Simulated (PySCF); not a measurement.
Fill in the blanks.

(CdSe)4 ring, Cd4Se4 (singlet state).
Cartesian coordinates in Å at the PBE0-D3(BJ)/def2-SVP level; atoms count from 1:
```xyz
8
Cd4Se4 angstrom
Cd    -1.1652   -0.2824   -2.1669
Se     0.4161    1.3819   -3.0287
Cd     1.5932    1.6829   -0.8983
Se     2.7512    1.9475    1.2553
Cd     1.1986    0.2620    2.1447
Se    -0.3686   -1.4176    3.0033
Cd    -1.5586   -1.7052    0.8782
Se    -2.7284   -1.9547   -1.2713
```

```json
{"property": "rotational constants A, B, C", "level": "PBE0-D3(BJ)/def2-SVP", "value": "?"}
{"property": "dipole moment", "level": "CAM-B3LYP/def2-SVPD", "value": "0.00 D"}
{"property": "HOMO energy", "level": "CAM-B3LYP/def2-SVPD", "value": "-7.83 eV"}
{"property": "LUMO energy", "level": "CAM-B3LYP/def2-SVPD", "value": "-1.58 eV"}
{"property": "lowest singlet excitation", "level": "TDDFT CAM-B3LYP/def2-SVPD", "value": "3.53 eV (351 nm, f = 0.000)"}
{"property": "strongest line among the 10 lowest singlet transitions", "level": "TDDFT CAM-B3LYP/def2-SVPD", "value": "S7 at 4.28 eV (290 nm, f = 0.080)"}
{"property": "lowest triplet excitation (Tamm–Dancoff)", "level": "TDA CAM-B3LYP/def2-SVPD", "value": "?"}
{"property": "static isotropic polarisability", "level": "CAM-B3LYP/def2-SVPD", "value": "?"}
{"property": "vertical ionisation energy", "level": "ΔSCF CAM-B3LYP/def2-SVPD", "value": "8.42 eV"}
{"property": "vertical electron affinity", "level": "ΔSCF CAM-B3LYP/def2-SVPD", "value": "?"}
```

Gas-phase values; electronic properties from PySCF, density fitting. Geometry: PBE0-D3(BJ)/def2-SVP; no solvent, vibrations or thermal averaging. Atoms past krypton carry effective core potentials; spin–orbit coupling is left out.

Problem. The rotational constants A, B, C?

Solution. 0.163, 0.142, 0.076 GHz.

Problem. Give the vertical electron affinity.

Solution. 1.15 eV.

Problem. Give the lowest triplet excitation (Tamm–Dancoff).

Solution. 3.24 eV.

Problem. Give the static isotropic polarisability.

Solution. 250.8 au.

−ε(LUMO) is 1.58 eV against a ΔSCF electron affinity of 1.15 eV. The rotational constants make it an asymmetric top with κ = (2B − A − C)/(A − C) = 0.5, nearer the oblate limit (+1). The vertical singlet–triplet gap S1 − T1 is 0.29 eV (TDDFT singlet less Tamm–Dancoff triplet; S1: HOMO→LUMO, weight 0.69; T1: HOMO→LUMO, weight 0.41, beside HOMO→LUMO+1, weight 0.37). The polarisability is 37.17 Å³ as a volume (1 au = 0.148185 Å³). The principal polarisabilities are 158.0, 288.4 and 306.0 au; their mean is the isotropic value. No computed singlet falls in the visible range (750 to 380 nm, 1.65 to 3.26 eV); S1 lies 0.27 eV above its blue end.
